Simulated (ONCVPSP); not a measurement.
**Which change was made? (Mn, ONCV)**

Mn (Z = 25), optimised norm-conserving Vanderbilt (ONCV), made with ONCVPSP 4.0.1 (PBE, scalar-relativistic). Core [Ne], reference 3s2 3p6 3d4 (charge +3). Waves: 3s: rc 1.15 bohr, ncon 4, nbas 8, qcut 11.7 1/bohr, 2 projectors, debl 1.7 Ha; 3p: rc 0.80 bohr, ncon 4, nbas 9, qcut 11.5 1/bohr, 2 projectors, debl 3.2 Ha; 3d: rc 1.70 bohr, ncon 4, nbas 9, qcut 9.8 1/bohr, 2 projectors, debl 1.3 Ha. Local part: polynomial inside 0.55 bohr (lpopt 5, dvloc0 0 Ha). Core correction: Teter function, fcfact 3.5, rcfact 1.3.

In the s channel the program set the typed energies aside and used -4.477, 0.250 Ha. In the p channel the program set the typed energies aside and used -3.318, 0.250 Ha. In the d channel the program set the typed energies aside and used -1.514, 0.250 Ha.

Cutoffs, loose and tight: the cutoffs (Ha) at which the residual kinetic energy of the hardest occupied pseudo-wave falls to 1 and 0.1 mHa per electron. They do not see the model core or the augmentation charge, which bear on the density cutoff. Test errors are all-electron minus pseudo excitation energies from the reference, over the configurations 3s2 3p6 3d5 4s2; 3s2 3p6 3d5 4s1; 3s2 3p6 3d5; 3s2 3p6 3d5 4p2; variants that change the core or the reference have their own tests.

The base gives: outcome: generated, projector energies reset by the program; cutoff, loose: 56 Ha; cutoff, tight: 102 Ha; bound ghosts: none; GHOST(+) flags above zero: s; largest test error (meV): +87.

Q: After one change the result is: outcome: generated, projector energies reset by the program; cutoff, loose: 251 Ha; cutoff, tight: 649 Ha; bound ghosts: none; GHOST(+) flags above zero: s, p; largest test error (meV): +87. Which change was it?
A. p: rc 0.64
B. p: nproj 3
C. p: qcut 9
D. reference 3s2 3p6 3d5 4s1 4p1; waves 3s+4s: rc 1.15 bohr, ncon 4, nbas 8, qcut 11.7 1/bohr, 2 projectors; 3p+4p: rc 0.80 bohr, ncon 4, nbas 9, qcut 11.5 1/bohr, 2 projectors

A: A. The others give: reference 3s2 3p6 3d5 4s1 4p1; waves 3s+4s: rc 1.15 bohr, ncon 4, nbas 8, qcut 11.7 1/bohr, 2 projectors; 3p+4p: rc 0.80 bohr, ncon 4, nbas 9, qcut 11.5 1/bohr, 2 projectors → outcome: generated; cutoff, loose: 55 Ha; cutoff, tight: 100 Ha; bound ghosts: none; GHOST(+) flags above zero: s; largest test error (meV): +75 | p: qcut 9 → outcome: generated, projector energies reset by the program; cutoff, loose: 83 Ha; cutoff, tight: 380 Ha; bound ghosts: none; GHOST(+) flags above zero: s; largest test error (meV): +87 | p: nproj 3 → outcome: generated, projector energies reset by the program; cutoff, loose: 56 Ha; cutoff, tight: 102 Ha; bound ghosts: p; GHOST(+) flags above zero: s, p; largest test error (meV): +87.
